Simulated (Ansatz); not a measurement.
Consider the ligand exchange at the Al–S bond: `C[S][AlH2]` + `CC(O)O` → `CC(O)[O][AlH2]` + CH₃SH.

Calculated with Ansatz (gas phase, PBE0-D4/def2-TZVP geometries, no zero-point term in ΔE). CBS: MP2 limit from def2 TZ/QZ plus the TZ coupled-cluster correction, frozen cores. This one scheme is used for every species. Functionals use def2-TZVPP. Each species was taken in one conformer, which may not be the lowest.

| level | ΔE (kJ/mol) | difference from CCSD(T)/CBS |
| --- | --- | --- |
| LDA (SPW92) | -13.5 | 5.9 |
| PBE-D4 | -11.1 | 8.3 |
| BHLYP-D4 | -25.7 | -6.3 |
| ωB97X-V | -22.3 | -2.9 |
| PBE0 | -11.0 | 8.4 |
| r2SCAN0 | -17.1 | 2.3 |
| BHLYP | -25.7 | -6.3 |
| CAM-B3LYP | -28.1 | -8.7 |
| HF/def2-TZVPP | -27.0 | -7.6 |
| MP2/CBS(def2) | -19.2 | 0.2 |
| CCSD(T)/CBS | -19.4 | 0 |

Largest T1 diagnostic among the species: 0.012.

In def2-TZVPP, CCSD(T) changes the Hartree–Fock value by +4.6 kJ/mol (the triples alone add +1.8 kJ/mol) and MP2 by +4.9 kJ/mol. Leaving LDA and LC-ωPBE aside and taking each functional with its dispersion term where it has one, the values, not all of them listed here, spread over 17.7 kJ/mol, from CAM-B3LYP-D4 to PBE-D4. LDA lies −3.2 kJ/mol from PBE without D4.
